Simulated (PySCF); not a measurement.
**[Nb(Cl)4(F)] (charge 0, multiplicity 1)**

Level of theory: TPSSh-D3(BJ)/def2-TZVP // PBE-D3(BJ)/def2-SVP in PySCF.

```
Quantity                                               Result
-------------------------------------  ----------------------
HOMO                                                 -8.69 eV
dipole moment                                          0.20 D
LUMO                                                 -4.56 eV
HOMO–LUMO gap                                         4.13 eV
charge on the central atom (Mulliken)                  1.46 e
total energy                                     -54370.65 eV
cost                                   roughly 6 core-minutes
```

Bond lengths (Å): Nb1–Cl2 2.287, Nb1–Cl3 2.334, Nb1–Cl4 2.287, Nb1–Cl5 2.287, Nb1–F6 1.885. Bond angles (°): Cl2–Nb1–Cl3 91.1, Cl2–Nb1–Cl4 120.0, Cl2–Nb1–Cl5 120.0, Cl2–Nb1–F6 88.9, Cl3–Nb1–Cl4 91.1, Cl3–Nb1–Cl5 91.1, Cl3–Nb1–F6 180.0, Cl4–Nb1–Cl5 120.0, Cl4–Nb1–F6 88.9, Cl5–Nb1–F6 88.9.
